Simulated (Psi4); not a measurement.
C3H8ClFOSi (SMILES CCO[Si](C)(F)Cl), singlet, geometry from GFN2-xTB, atoms displaced at random by about 0.08 Å a coordinate; B3LYP/STO-3G, gradient in Psi4 1.11.

Here is a job for Psi4.
```
memory 2 GB

molecule mol {
0 1
C    -3.004818   -1.290008    0.524286
C    -1.847032   -1.098328   -0.527935
O    -0.771064   -0.601497    0.569745
Si    0.710356    0.015442    0.177250
C     2.087361   -1.120007   -0.570798
F     1.096797    0.502203    1.652966
Cl    0.518899    1.672130   -0.841362
H    -3.843335   -1.435425   -0.308304
H    -2.924436   -1.851762    1.263986
H    -3.194349   -0.129374    0.780342
H    -1.398792   -2.026165   -0.864750
H    -1.979072   -0.178972   -1.346974
H     2.973722   -0.629397   -0.564166
H     1.991285   -2.066986    0.046774
H     1.902560   -1.337028   -1.600312
symmetry c1
no_reorient
no_com
}

set {
  basis sto-3g
  reference rks
}

gradient('b3lyp')
print_variables()
```

**Question.** Write the output that Psi4 gives for this input, abridged.

**Answer.** 
```
gradient() will perform analytic gradient computation.

   => Loading Basis Set <=

    Name: STO-3G
    Role: ORBITAL
    Keyword: BASIS

         ---------------------------------------------------------
                                   SCF
               by Justin Turney, Rob Parrish, Andy Simmonett
                          and Daniel G. A. Smith
                              RKS Reference
         ---------------------------------------------------------

  ==> Geometry <==

    Molecular point group: c1
    Full point group: C1

    Geometry (in Angstrom), charge = 0, multiplicity = 1:

       Center              X                  Y                   Z               Mass
    ------------   -----------------  -----------------  -----------------  -----------------
         C           -3.004818000000    -1.290008000000     0.524286000000    12.000000000000
         C           -1.847032000000    -1.098328000000    -0.527935000000    12.000000000000
         O           -0.771064000000    -0.601497000000     0.569745000000    15.994914619570
         SI           0.710356000000     0.015442000000     0.177250000000    27.976926534650
         C            2.087361000000    -1.120007000000    -0.570798000000    12.000000000000
         F            1.096797000000     0.502203000000     1.652966000000    18.998403162730
         CL           0.518899000000     1.672130000000    -0.841362000000    34.968852682000
         H           -3.843335000000    -1.435425000000    -0.308304000000     1.007825032230
         H           -2.924436000000    -1.851762000000     1.263986000000     1.007825032230
         H           -3.194349000000    -0.129374000000     0.780342000000     1.007825032230
         H           -1.398792000000    -2.026165000000    -0.864750000000     1.007825032230
         H           -1.979072000000    -0.178972000000    -1.346974000000     1.007825032230
         H            2.973722000000    -0.629397000000    -0.564166000000     1.007825032230
         H            1.991285000000    -2.066986000000     0.046774000000     1.007825032230
         H            1.902560000000    -1.337028000000    -1.600312000000     1.007825032230

  Running in c1 symmetry.

  Rotational constants: A =      0.07560  B =      0.03723  C =      0.03358 [cm^-1]
  Rotational constants: A =   2266.48985  B =   1116.19545  C =   1006.59136 [MHz]
  Nuclear repulsion =  482.253454257365092

  Charge       = 0
  Multiplicity = 1
  Electrons    = 74
  Nalpha       = 37
  Nbeta        = 37

  ==> Algorithm <==

  SCF Algorithm Type is DF.
  DIIS enabled.
  MOM disabled.
  Fractional occupation disabled.
  Guess Type is SAD.
  Energy threshold   = 1.00e-08
  Density threshold  = 1.00e-08
  Integral threshold = 1.00e-12

  ==> Primary Basis <==

  Basis Set: STO-3G
    Blend: STO-3G
    Number of shells: 33
    Number of basis functions: 51
    Number of Cartesian functions: 51
    Spherical Harmonics?: true
    Max angular momentum: 1

  ==> DFT Potential <==

   => LibXC <=

    Version 7.1.2
    S. Lehtola, C. Steigemann, M. J. T. Oliveira, and M. A. L. Marques,  SoftwareX 7, 1–5 (2018) (10.1016/j.softx.2017.11.002)

   => Composite Functional: B3LYP <=

    B3LYP Hyb-GGA Exchange-Correlation Functional

    P. J. Stephens, F. J. Devlin, C. F. Chabalowski, and M. J. Frisch,  J. Phys. Chem. 98, 11623 (1994) (10.1021/j100096a001)

    Deriv               =              1
    GGA                 =           TRUE
    Meta                =          FALSE

    Exchange Hybrid     =           TRUE
    MP2 Hybrid          =          FALSE

   => Exchange Functionals <=

    0.0800   Slater exchange
    0.7200         Becke 88

   => Exact (HF) Exchange <=

    0.2000               HF

   => Correlation Functionals <=

    0.1900   Vosko, Wilk & Nusair (VWN5_RPA)
    0.8100   Lee, Yang & Parr

   => LibXC Density Thresholds  <==

    XC_HYB_GGA_XC_B3LYP:  1.00E-15

   => Molecular Quadrature <=

    Radial Scheme          =       TREUTLER
    Pruning Scheme         =           NONE
    Nuclear Scheme         =       TREUTLER

    Blocking Scheme        =         OCTREE
    BS radius alpha        =              1
    Pruning alpha          =              1
    Radial Points          =             75
    Spherical Points       =            302
    Total Points           =         316024
    Total Blocks           =           2375
    Max Points             =            256
    Max Functions          =             46
    Weights Tolerance      =       1.00E-15

   => Loading Basis Set <=

    Name: (STO-3G AUX)
    Role: JKFIT
    Keyword: DF_BASIS_SCF

  ==> Integral Setup <==

  SCF_SUBTYPE=INCORE selected. In-core MEM_DF algorithm will be used.
  Using in-core AOs.

  ==> MemDFJK: Density-Fitted J/K Matrices <==

    J tasked:                   Yes
    K tasked:                   Yes
    wK tasked:                   No
    Algorithm:                 Core
    Schwarz Cutoff:           1E-12
    Mask sparsity (%):       4.2291
    Fitting Condition:        1E-10

   => Auxiliary Basis Set <=

  Basis Set: (STO-3G AUX)
    Blend: DEF2-UNIVERSAL-JKFIT
    Number of shells: 249
    Number of basis functions: 779
    Number of Cartesian functions: 923
    Spherical Harmonics?: true
    Max angular momentum: 4

  Minimum eigenvalue in the overlap matrix is 2.0228722864E-01.
  Reciprocal condition number of the overlap matrix is 8.6058479004E-02.
    Using symmetric orthogonalization.

  ==> Pre-Iterations <==

  SCF Guess: Superposition of Atomic Densities via on-the-fly atomic UHF (no occupation information).

   -------------------------
    Irrep   Nso     Nmo
   -------------------------
     A         51      51
   -------------------------
    Total      51      51
   -------------------------

  ==> Iterations <==

                           Total Energy        Delta E     RMS |[F,P]|

   @DF-RKS iter SAD: -1028.49021739563204   -1.02849e+03   0.00000e+00
[...]
  @DF-RKS Final Energy: -1031.60296787266202
    Total Energy =                      -1031.6029678726620205
[...]
 Magnitude           :                                                    1.1696410

 ------------------------------------------------------------------------------------

         ------------------------------------------------------------
                                   SCF GRAD
                          Rob Parrish, Justin Turney,
                       Andy Simmonett, and Alex Sokolov
         ------------------------------------------------------------

  ==> Geometry <==

    Molecular point group: c1
    Full point group: C1

    Geometry (in Angstrom), charge = 0, multiplicity = 1:

       Center              X                  Y                   Z               Mass
    ------------   -----------------  -----------------  -----------------  -----------------
         C           -3.004818000000    -1.290008000000     0.524286000000    12.000000000000
         C           -1.847032000000    -1.098328000000    -0.527935000000    12.000000000000
         O           -0.771064000000    -0.601497000000     0.569745000000    15.994914619570
         SI           0.710356000000     0.015442000000     0.177250000000    27.976926534650
         C            2.087361000000    -1.120007000000    -0.570798000000    12.000000000000
         F            1.096797000000     0.502203000000     1.652966000000    18.998403162730
         CL           0.518899000000     1.672130000000    -0.841362000000    34.968852682000
         H           -3.843335000000    -1.435425000000    -0.308304000000     1.007825032230
         H           -2.924436000000    -1.851762000000     1.263986000000     1.007825032230
         H           -3.194349000000    -0.129374000000     0.780342000000     1.007825032230
         H           -1.398792000000    -2.026165000000    -0.864750000000     1.007825032230
         H           -1.979072000000    -0.178972000000    -1.346974000000     1.007825032230
         H            2.973722000000    -0.629397000000    -0.564166000000     1.007825032230
         H            1.991285000000    -2.066986000000     0.046774000000     1.007825032230
         H            1.902560000000    -1.337028000000    -1.600312000000     1.007825032230

  Nuclear repulsion =  482.253454257365092

  ==> Basis Set <==

  Basis Set: STO-3G
    Blend: STO-3G
    Number of shells: 33
    Number of basis functions: 51
    Number of Cartesian functions: 51
    Spherical Harmonics?: true
    Max angular momentum: 1

  ==> DFJKGrad: Density-Fitted SCF Gradients <==

    Gradient:                    1
    J tasked:                  Yes
    K tasked:                  Yes
    wK tasked:                  No
    Integrals threads:           1
    Schwarz Cutoff:          1E-12
    Fitting Condition:       1E-10

   => Auxiliary Basis Set <=

  Basis Set: (STO-3G AUX)
    Blend: DEF2-UNIVERSAL-JKFIT
    Number of shells: 249
    Number of basis functions: 779
    Number of Cartesian functions: 923
    Spherical Harmonics?: true
    Max angular momentum: 4

  ==> DFT Potential <==

   => LibXC <=

    Version 7.1.2
    S. Lehtola, C. Steigemann, M. J. T. Oliveira, and M. A. L. Marques,  SoftwareX 7, 1–5 (2018) (10.1016/j.softx.2017.11.002)

   => Composite Functional: B3LYP <=

    B3LYP Hyb-GGA Exchange-Correlation Functional

    P. J. Stephens, F. J. Devlin, C. F. Chabalowski, and M. J. Frisch,  J. Phys. Chem. 98, 11623 (1994) (10.1021/j100096a001)

    Deriv               =              1
    GGA                 =           TRUE
    Meta                =          FALSE

    Exchange Hybrid     =           TRUE
    MP2 Hybrid          =          FALSE

   => Exchange Functionals <=

    0.0800   Slater exchange
    0.7200         Becke 88

   => Exact (HF) Exchange <=

    0.2000               HF

   => Correlation Functionals <=

    0.1900   Vosko, Wilk & Nusair (VWN5_RPA)
    0.8100   Lee, Yang & Parr

   => LibXC Density Thresholds  <==

    XC_HYB_GGA_XC_B3LYP:  1.00E-15

   => Molecular Quadrature <=

    Radial Scheme          =       TREUTLER
    Pruning Scheme         =           NONE
    Nuclear Scheme         =       TREUTLER

    Blocking Scheme        =         OCTREE
    BS radius alpha        =              1
    Pruning alpha          =              1
    Radial Points          =             75
    Spherical Points       =            302
    Total Points           =         316024
    Total Blocks           =           2375
    Max Points             =            256
    Max Functions          =             46
    Weights Tolerance      =       1.00E-15

  -Total Gradient:
     Atom            X                  Y                   Z
    ------   -----------------  -----------------  -----------------
       1        0.079999376101    -0.227444031891     0.268079019543
       2       -0.070672369528    -0.075904412775    -0.068568938355
       3        0.050467810212     0.027086751449     0.038317229819
       4       -0.027616723392     0.073194035872    -0.021192144704
       5        0.100339285560     0.034694088312    -0.032798352370
       6       -0.015677823720    -0.002581826879    -0.024500534667
       7        0.007874960376    -0.079960404596     0.059204468868
       8       -0.015290105017     0.015159537337    -0.060248598373
       9       -0.021312630962     0.134090218366    -0.158571370868
      10       -0.005869505150     0.064552324154    -0.007158892610
      11        0.001880595881     0.016940964355     0.025476608306
      12        0.001422921808     0.061327053768    -0.041943822059
      13       -0.077084234497    -0.029993964587    -0.015690802865
      14       -0.019708581119    -0.021065069782     0.017921342247
      15        0.011248814433     0.009941195905     0.021672254606

  Variable Map:
  ----------------------------------------------------------------------------
[...]
  Array Variable Map:
  ----------------------------------------------------------------------------
[...]
[...]
```
